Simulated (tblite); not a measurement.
Compound: C₄H₁₂P₂Si.
Geometry (GFN2-xTB, Å), atoms numbered from 1 in this order:
```xyz
19
C4H12P2Si angstrom
C     -1.3835   -0.1461    1.6610
C     -0.8176   -0.6558    0.3493
C     -1.4585   -0.0511   -0.9133
C     -0.2155    0.2588   -1.7597
Si     0.9118    0.0121   -0.2154
P      1.4757    1.8508    0.9842
P      2.7043   -1.3387   -0.5324
H     -1.2599    0.9351    1.7302
H     -0.8682   -0.6002    2.5050
H     -2.4454   -0.3770    1.7417
H     -0.8794   -1.7457    0.3278
H     -2.1632   -0.7196   -1.4061
H     -1.9835    0.8685   -0.6570
H     -0.2380    1.2353   -2.2360
H     -0.0530   -0.4845   -2.5369
H      2.7008    1.9920    0.3552
H      0.8622    2.7373    0.1155
H      3.0987   -1.2528    0.7909
H      2.0024   -2.5090   -0.3113
```

Level: GFN2-xTB in tblite, geometry and Hessian alike; calculated harmonic values, unscaled, isolated species. Against measured fundamentals such values can be off by several per cent, at times by over 20. Modes of hydrogen on phosphorus can be 10 to 20 % off. One conformer, not necessarily the lowest.

Harmonic wavenumbers (cm⁻¹): 50.4, 64.1, 75.8, 89.3, 94.8, 114.9, 142.3, 214.6, 264.3, 333.7, 382.6, 487.1, 537.5, 619.8, 663.6, 665.6, 677.1, 694.8, 720.0, 759.6, 877.3, 921.3, 986.6, 1010.9, 1035.0, 1130.3, 1135.8, 1137.9, 1139.1, 1166.1, 1201.1, 1224.9, 1272.8, 1313.1, 1411.8, 1466.6, 1490.1, 1498.1, 1498.9, 2296.2, 2304.6, 2375.1, 2388.4, 2948.5, 2985.7, 2995.7, 2999.4, 3006.0, 3008.6, 3016.2, 3028.0.

A = 1509, B = 1129, C = 872.5 MHz; mass 150.018 u (most abundant isotopes); point group C1, symmetry number 1.

Q: Zero-point energy?

A: Half the sum of the wavenumbers: 31961 cm⁻¹ = 382.34 kJ/mol.

Q: What is S at 500 K and 1 bar for an ideal gas of classical rigid rotors and harmonic oscillators?

A: Translation 182.09, rotation 130.96, vibration 244.19: S = 557.2 J/(mol K).

Q: And Cp and H(500 K) − H(0)?

A: Cp = 245.72 J/(mol K), of which vibrations give 212.46 (their classical limit is 51 R = 424.0); H(500 K) − H(0) = 75.26 kJ/mol without the zero-point energy, 58.63 from vibrations.

Q: Which modes carry the vibrational entropy at 500 K?

A: 50.4 cm⁻¹: 24.38; 64.1 cm⁻¹: 22.38; 75.8 cm⁻¹: 20.99; 89.3 cm⁻¹: 19.64; 94.8 cm⁻¹: 19.14; 114.9 cm⁻¹: 17.55 J/(mol K); the other 45 give 120.12 together.

Q: Blend soft modes into free rotors: weight 1/[1 + (100 cm⁻¹/ν̃)⁴] for the oscillator and the rest for a rotor with moment μB/(μ + B), μ = h/(8π²ν), B = 10⁻⁴⁴ kg m². What vibrational entropy results?

A: 219.45 J/(mol K) in place of 244.19, which changes −T·S at 500 K by +12.37 kJ/mol.

Hindered rotation and anharmonicity are outside this model. Other conformers, if any are populated, would add a mixing term that is left out. The structure is chiral; the term R ln 2 for an equal mix with its mirror image is left out.
